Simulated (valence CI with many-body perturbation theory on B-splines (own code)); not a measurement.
**Ge XIX: key properties**

Calculated by configuration interaction combined with many-body perturbation theory (CI+MBPT): four valence electrons over a frozen Dirac-Fock core [Ne], a basis of 11 s, 11 p, 10 d, 8 f, 5 g, 2 h functions for each j, with the one-electron correlation potential Σ1, the two-electron term Σ2, the three-electron term Σ3, Breit, model QED; selected CI, second order for the rest, scaled by the run's own slope (own B-spline code, finite nucleus).

No measured spectrum was set against this ion. As an estimate, levels of excited configurations hold to 0.05 to 0.15 % of their energy, terms of the ground configuration to about 0.5 %. Among the levels kept, up to 820 cm⁻¹ of a level comes from second order outside the variational space, and about a tenth of that is noise between levels of different J, which matters for small intervals.

Names give the largest LS component (configuration and term), which can be under half, so a name can repeat, a term be missing and a line seem to break the LS rules; names also repeat where a configuration has a term twice.

Rates and lifetimes use the calculated energies. Strong lines usually hold to 10 to 20 %, long lifetimes can be off by a factor of two.

(1) What is the ground level?

(2) Name the longest-lived excited levels whose lifetime is computed, and their main decay.

(3) How is the term 3P of the ground level split?

(4) Where does the other parity begin?

(5) What is the ionisation energy?

(6) Among levels below 1761500 cm⁻¹, which E1 lines absorb most strongly from the ground level?

(7) How well does LS coupling describe the low levels?

Answers

(1) 3s2 3p2 3P_0, composition 88 % 3s2 3p2 3P + 9 % 3s2 3p2 1S.

(2) 3s2 3p2 3P_2 at 53464 cm⁻¹ lives 14.0 ms, mostly by M1 to 3s2 3p2 3P_1; 3s2 3p2 3P_1 at 34061 cm⁻¹ lives 1.55 ms, mostly by M1 to 3s2 3p2 3P_0; 3s2 3p2 1D_2 at 108790 cm⁻¹ lives 334 μs, mostly by M1 to 3s2 3p2 3P_1. The lifetime of 3s2 3p 3d 3F°_4 is too uncertain to give, and may be longer.

(3) J = 0 at 0, J = 1 at 34061, J = 2 at 53464 cm⁻¹.

(4) At 3s 3p3 5S°_2, 349260 cm⁻¹.

(5) 704.56 eV; NIST lists 706.7 ± 1 eV (semi-empirical).

(6) to 3s2 3p 3d 3D°_1 at 13.96 nm, f = 0.709; to 3s 3p3 3S°_1 at 16.18 nm, f = 0.140; to 3s 3p3 3D°_1 at 22.51 nm, f = 0.0891.

(7) Among the lowest 20 levels the leading LS term, summed over configurations, holds 82 % on average. For single configurations the figures are 75 % in LS and 70 % in jj coupling. Terms mix most in the J = 2 level at 704570 cm⁻¹, where the leading one holds 53 %.
